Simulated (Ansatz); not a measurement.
A CCSD(T) single point on `F[Si](F)(Cl)[SiH](Cl)Cl`.

```yaml
crystal:
  periodic: [false, false, false]
  atoms:
    - {symbol: F, position_ang: [-0.505564, 0.353578, -2.237056]}
    - {symbol: Si, position_ang: [-0.512823, -0.524060, -0.920788]}
    - {symbol: F, position_ang: [0.111628, -1.927060, -1.300895]}
    - {symbol: Cl, position_ang: [-2.428044, -0.800637, -0.331935]}
    - {symbol: Si, position_ang: [0.738860, 0.505805, 0.762507]}
    - {symbol: Cl, position_ang: [-0.142689, 2.300726, 1.169084]}
    - {symbol: Cl, position_ang: [0.678298, -0.709660, 2.400542]}
    - {symbol: H, position_ang: [2.152534, 0.744207, 0.402743]}
basis:
  gaussian: {orbitals: cc-pV(Q+d)Z}
correlation: {method: ccsd_t}
```

```sh
$ ansatz run in.yaml --threads 2 --pin off --events-out ev --progress --plain --backend cuda
```

The program prints (abridged):

```
Functional definition: HF
2846 factors; integrals over basis functions are off by at most 7.7e-4 eV
mean field evaluation 1: about -58673.4444 eV, gradient 4.0e1 eV
mean field evaluation 2: about -58673.7216 eV, gradient 4.1e1 eV
mean field evaluation 4: about -58677.1057 eV, gradient 2.9e0 eV
mean field evaluation 8: about -58677.1640 eV, gradient 2.4e-1 eV
mean field -58677.16424294 eV, -2156.3460131177 hartree, gradient 8.7e-6 eV, S^2 0.000000; 0 other end points of the search recorded, 0 dependent functions left out
27 core orbitals not correlated: weight in the atoms' cores, before any rotation towards them, 1.000 or more for the frozen orbitals, at most 0.000 for the correlated occupied ones
reference -58677.16424294 eV, -2156.3460131177 hartree; 22, 22 occupied and 411, 411 virtual orbitals, 2846 factors
second order -38.39849683 eV of doubles, -0.00000000 eV of singles
cycle   1  -38.83696306 eV  change   -4.4e-1 eV  update   1.2e-1
cycle   2  -39.56923430 eV  change   -7.3e-1 eV  update   3.4e-2
cycle   3  -39.74247035 eV  change   -1.7e-1 eV  update   1.7e-2
cycle   4  -39.71998852 eV  change    2.2e-2 eV  update   3.6e-3
cycle   5  -39.71576480 eV  change    4.2e-3 eV  update   1.6e-3
cycle   6  -39.71666558 eV  change   -9.0e-4 eV  update   4.9e-4
cycle   7  -39.71636912 eV  change    3.0e-4 eV  update   1.7e-4
cycle   8  -39.71628468 eV  change    8.4e-5 eV  update   4.8e-5
cycle   9  -39.71631724 eV  change   -3.3e-5 eV  update   1.9e-5
perturbative correction -1.65520716 eV, -0.0608277411 hartree
Total energy: -58718.53576734 eV, -2157.8663885966 hartree
```

It took 44 s on 2 threads of an AMD EPYC 7R13 on a shared host and a share of an NVIDIA H100 80 GB, with 2.4 GiB of host memory at the peak.

The correlation energy is -41.372 eV, 4.0 % of it from (T); the T1 diagnostic reads 0.0106.
